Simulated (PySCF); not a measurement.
CH2Cl3Si, SMILES [CH2][Si](Cl)(Cl)Cl, multiplicity 2. Atoms are numbered in the order given.

```xyz
7

C      2.1104    -0.0570     0.0000
Si     0.2864    -0.0108     0.0000
Cl    -0.4452    -0.9442     1.6718
Cl    -0.4452    -0.9442    -1.6718
Cl    -0.4062     1.9228     0.0000
H      2.6855    -0.0464     0.9312
H      2.6855    -0.0464    -0.9312
```
Charge 0, spin multiplicity 2.

Geometry optimised at PBE0-D3(BJ)/def2-SVP. The isomer is the one that the SMILES or the coordinates give; other isomers of the formula were not compared.

Method: TDA-PBE/def2-SVPD (PySCF).

Vertical excitations. 

Q: Give excitation energies, oscillator strengths and character. (The exact figures need the calculation; the answer reports its results.)

A: 
```tsv
state	energy (eV)	λ (nm)	f	main pairs
root 1	3.44	360	0.003	β HOMO→LUMO 100 %
root 2	3.75	331	0.001	β HOMO−1→LUMO 100 %
root 3	3.81	326	0.007	β HOMO−3→LUMO 96 %
root 4	3.88	320	0.016	β HOMO−2→LUMO 97 %
root 5	4.36	284	0.004	β HOMO−4→LUMO 100 %
root 6	4.37	284	0.006	β HOMO−5→LUMO 99 %
root 7	5.26	236	0.002	α HOMO→LUMO 99 %
root 8	5.76	215	0.000	β HOMO−6→LUMO 98 %
root 9	5.82	213	0.001	β HOMO−7→LUMO 97 %
root 10	5.97	208	0.000	α HOMO→LUMO+1 98 %
```
Unrestricted roots are not spin-pure.
